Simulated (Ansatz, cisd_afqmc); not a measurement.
System: C, charge 0, triplet.

Total energies in cc-pVQZ, 4 correlated electrons, 1 frozen orbitals. Radicals and triplets start from unrestricted determinants; spin-orbit coupling is neglected. Cores are frozen in correlated methods. No relativity. The Monte Carlo rows (phaseless AFQMC, CISD trial, step 0.005/hartree) carry one-sigma bars that omit the constraint's bias. Outlying blocks are dropped, and bars are widened where a walk drifts. Over all cases where full CI ran beside it in this data, AFQMC minus full CI had a median of +0.1 mEh and passed +0.4 mEh in a tenth of the cases. Full CI freezes restricted core orbitals and the other rows unrestricted ones, which leaves a small offset even where coupled cluster is exact.

```
method         program        energy (Eh)  error against FCI (mEh)
----------  ----------  -----------------  -----------------------
HF              Ansatz          -37.69331                    93.64
MP2             Ansatz          -37.76536                    21.58
CCSD            Ansatz          -37.78418                     2.77
CCSD(T)         Ansatz          -37.78654                     0.41
CCSDT(Q)        Ansatz          -37.78704                    -0.10
CCSDTQ          Ansatz          -37.78705                    -0.11
AFQMC/CISD  cisd_afqmc  -37.7868 ± 0.0001                0.2 ± 0.1
FCI             Ansatz          -37.78695                     0.00
```

Ansatz is a program for electronic structure.
